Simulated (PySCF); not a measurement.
## Worked example: entropy of an ideal gas

Te(Cl)(NH2) (ClH₂NTe), SMILES [Te](Cl)N.

Geometry: r2SCAN-D4/def2-TZVP. The def2 effective core potentials stand for the cores of Te; spin–orbit coupling is left out. The values are those of a single conformer.

r2SCAN-D4/def2-TZVP (PySCF) gives the harmonic wavenumbers 163, 338, 435, 508, 708, 932, 1570, 3514, 3626 cm⁻¹ and the rotational temperatures 0.4523, 0.1366, 0.1062 K. The molar mass is 179.07 g/mol, the symmetry number 1, the spin multiplicity 1.

Q: Work out the entropy at 298.15 K and 1 atm in the rigid-rotor, harmonic-oscillator model.

A: 
Translation (Sackur–Tetrode at 1 atm): S = R[1.5 ln M + 2.5 ln T − 1.16487] = 173.4 J/(mol K).
Rotation: q = (√π/σ) T^1.5/√(θA θB θC) = 113000, S = R[ln q + 3/2] = 109.2 J/(mol K).
Vibration: with u = 1.4388 ν/T, each mode gives R[u/(e^u − 1) − ln(1 − e^−u)]:
| ν (cm⁻¹) | modes | u | S (J/(mol K)) |
|---|---|---|---|
| 163 | 1 | 0.79 | 10.52 |
| 338 | 1 | 1.63 | 5.11 |
| 435 | 1 | 2.10 | 3.52 |
| 508 | 1 | 2.45 | 2.67 |
| 708 | 1 | 3.42 | 1.24 |
| 932 | 1 | 4.50 | 0.51 |
| 1570 | 1 | 7.58 | 0.04 |
The stiffer modes add less than 0.005 each. Sum 23.6 J/(mol K).
Spin: R ln 1 = 0.0 J/(mol K).
Total 306.3 J/(mol K); the program's own thermochemistry gives 306.3. Translation makes up 57 % and vibration 8 %. Anharmonicity, hindered rotation and orbital degeneracy are left out.
